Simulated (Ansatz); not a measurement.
C2H6Si, SMILES `C1C[SiH2]1` (charge 0, multiplicity 1).

All values below come from frozen-core CCSD(T)/cc-pVQZ // B3LYP-D3(BJ)/def2-TZVP run with Ansatz (a quantum-chemistry and plane-wave program).

Ansatz 0.2 input:
```yaml
crystal:
  periodic: [false, false, false]
  atoms:
    - { symbol: C, position_ang: [-0.618814, -0.736568, 0.08672] }
    - { symbol: C, position_ang: [-0.526679, 0.791277, -0.171668] }
    - { symbol: Si, position_ang: [1.101787, -0.052626, 0.081708] }
    - { symbol: H, position_ang: [-1.069661, -1.03617, 1.025665] }
    - { symbol: H, position_ang: [-0.95285, -1.343025, -0.747108] }
    - { symbol: H, position_ang: [-0.920785, 1.432515, 0.60816] }
    - { symbol: H, position_ang: [-0.803974, 1.12566, -1.164612] }
    - { symbol: H, position_ang: [1.975755, -0.301384, -1.077583] }
    - { symbol: H, position_ang: [1.815223, 0.120323, 1.358718] }
basis:
  gaussian: { orbitals: cc-pVQZ }
correlation:
  method: ccsd_t
```

Output:

```
Functional definition: HF
2016 factors; integrals over basis functions are off by at most 7.1e-4 eV
mean field evaluation 1: about -10014.9972 eV, gradient 3.4e1 eV
mean field evaluation 2: about -10014.9987 eV, gradient 3.4e1 eV
mean field evaluation 4: about -10018.1156 eV, gradient 3.2e0 eV
mean field evaluation 8: about -10018.1570 eV, gradient 7.2e-2 eV
mean field evaluation 16: about -10018.1553 eV, gradient 3.1e-1 eV
mean field -10018.15700398 eV, -368.1604793455 hartree, gradient 3.5e-6 eV, S^2 0.000000; 0 other end points of the search recorded, 0 dependent functions left out
7 core orbitals not correlated
reference -10018.15700398 eV, -368.1604793455 hartree; 9, 9 occupied and 333, 333 virtual orbitals, 2016 factors
second order -13.64728405 eV of doubles, -0.00000000 eV of singles
cycle   1  -14.08544170 eV  change   -4.4e-1 eV  update   7.6e-2
cycle   2  -14.46351794 eV  change   -3.8e-1 eV  update   2.3e-2
cycle   3  -14.51529336 eV  change   -5.2e-2 eV  update   9.2e-3
cycle   4  -14.51129340 eV  change    4.0e-3 eV  update   2.6e-3
cycle   5  -14.51172299 eV  change   -4.3e-4 eV  update   1.1e-3
cycle   6  -14.51163454 eV  change    8.8e-5 eV  update   3.4e-4
cycle   7  -14.51151149 eV  change    1.2e-4 eV  update   1.3e-4
cycle   8  -14.51153256 eV  change   -2.1e-5 eV  update   3.6e-5
cycle   9  -14.51153306 eV  change   -5.0e-7 eV  update   9.2e-6
perturbative correction -0.62542281 eV, -0.0229838644 hartree
Total energy: -10033.29395985 eV, -368.7167522138 hartree
```
